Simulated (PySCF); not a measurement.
# Relaxation of singlet NiH4

Method: PySCF, PBE0, basis Ni def2-TZVP, H def2-TZVP (no relativity, density fitting). A (50,194) grid was used.

A hand-made see-saw start, of C2v symmetry, held to at least that symmetry:

```xyz
5
charge 0 multiplicity 1, angstrom
Ni    0.0000    0.0000   -0.0325
H     0.0000    1.4146    0.0913
H     0.0000   -1.4146    0.0913
H     1.1190    0.0000    0.8417
H    -1.1190    0.0000    0.8417
```

Task: What forces act on the atoms at the start (eV/Å)?

Result: 
```csv
atom,Fx,Fy,Fz
Ni1,0.00,0.00,-0.76
H2,0.00,1.61,0.13
H3,0.00,-1.61,0.13
H4,-0.94,0.00,0.25
H5,0.94,0.00,0.25
```

Task: What does it relax to?

Result: It ends at C2v with H–H 0.841 Å, Ni–H 1.518 Å (×2), Ni–H 1.530 Å (×2); H–H–Ni 74.0° (×2), H–Ni–H 31.9°, H–Ni–H 89.1° (×4), H–Ni–H 178.2° (after a last refinement on a finer grid). A frequency run shows 1 imaginary mode, down to 735i cm⁻¹, so it is a saddle point.

Task: How much energy is released, and in how many steps?

Result: 87.5 kJ/mol in 12 steps.

The relaxation took of the order of 30 core-seconds on a shared host.
